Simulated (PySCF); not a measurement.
Compound: C8H9F3.
Structure used (PBE0-D3(BJ)/def2-SVP), in Å, numbered top down from 1:
```
atom  x, y, z in Å
C1     0.921   -1.474   -1.665
C2     0.427   -0.584   -0.787
C3     1.121   -0.273    0.462
C4     0.694    0.575    1.411
C5     1.416    0.865    2.681
C6    -0.871    0.094   -1.071
C7    -0.973    1.346   -1.519
C8    -2.108   -0.724   -0.807
F9    -3.232   -0.032   -1.008
F10   -2.159   -1.802   -1.600
F11   -2.128   -1.164    0.455
H12    1.865   -1.989   -1.467
H13    0.395   -1.715   -2.591
H14    2.069   -0.804    0.611
H15   -0.259    1.095    1.257
H16    0.794    0.609    3.556
H17    2.359    0.305    2.756
H18    1.646    1.940    2.771
H19   -1.946    1.802   -1.711
H20   -0.076    1.942   -1.704
```

The closed-shell ground state was solved at several levels (PySCF, density fitting, gas phase, non-relativistic).

| level | basis functions | total energy (Eh) | HOMO (eV) | LUMO (eV) | gap (eV) | dipole (D) |
| --- | --- | --- | --- | --- | --- | --- |
| PBE0/pcSseg-1 | 232 | -609.0361 | -6.68 | -0.98 | 5.70 | 2.49 |
| mPW1PW91/pcSseg-2 | 522 | -609.8467 | -6.70 | -1.06 | 5.64 | 2.53 |
| B3LYP/pcJ-1 | 387 | -609.7716 | -6.46 | -1.17 | 5.29 | 2.46 |

Q: What might CAM-B3LYP/def2-SVPD (301 basis functions) give for the same quantities?

A: Total energy -609.0876 Eh, HOMO -7.94 eV, LUMO 0.05 eV, gap 7.99 eV, dipole 2.60 D.

Q: Over all these levels, which gives the widest orbital gap and which the narrowest?

A: CAM-B3LYP/def2-SVPD (range-separated hybrid) has the widest, 7.99 eV, and B3LYP/pcJ-1 (global hybrid, 20 % exact exchange) the narrowest, 5.29 eV. Functional and basis both differ between the two, so the spread mixes both effects.

Q: How far do the dipole and the HOMO energy spread over the levels?

A: The dipole runs from 2.46 to 2.60 D (mean 2.52 D) and the HOMO from -7.94 to -6.46 eV.

One conformer stands for the species.
